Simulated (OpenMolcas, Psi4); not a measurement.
# A ladder of methods for GeSiH4F2 (SMILES F[SiH](F)[GeH3])

GeSiH4F2: 8 atoms, total charge 0, spin state singlet. SMILES: `F[SiH](F)[GeH3]`. The coordinates come from a PBE0-D4/def2-TZVP relaxation.

```xyz
8

F     1.3018   -1.4186    1.1974
Si    1.1399   -0.1266    0.2809
F     1.9831   -0.3864   -1.0447
Ge   -1.1515    0.1644   -0.2813
H     1.7765    1.0042    0.9949
H    -1.9700    0.3896    0.9988
H    -1.6823   -1.0766   -1.0112
H    -1.3055    1.3929   -1.1904
```

Each level gives the dipole moment (D). The values are calculated.

```
                                  level             kind     program  value (D)  CPU time
                         SVWN5/def2-SVP              LDA  OpenMolcas       1.43      18 s
                          BLYP/def2-SVP              GGA  OpenMolcas       1.31      24 s
                           PBE/def2-SVP              GGA  OpenMolcas       1.34      23 s
                        revPBE/def2-SVP              GGA  OpenMolcas       1.32      25 s
                          TPSS/def2-SVP         meta-GGA  OpenMolcas       1.33      30 s
                         B3LYP/def2-SVP    global hybrid  OpenMolcas       1.50      22 s
                          PBE0/def2-SVP    global hybrid  OpenMolcas       1.57      21 s
TPSSh-D3(BJ)/def2-SVP (density fitting)  hybrid meta-GGA        Psi4       1.43      24 s
```

All-electron rows without a relativistic Hamiltonian named are non-relativistic. The values span 1.31 to 1.57 D. Magnitudes only. CPU times are rough (shared hosts, several kinds of processor and program).
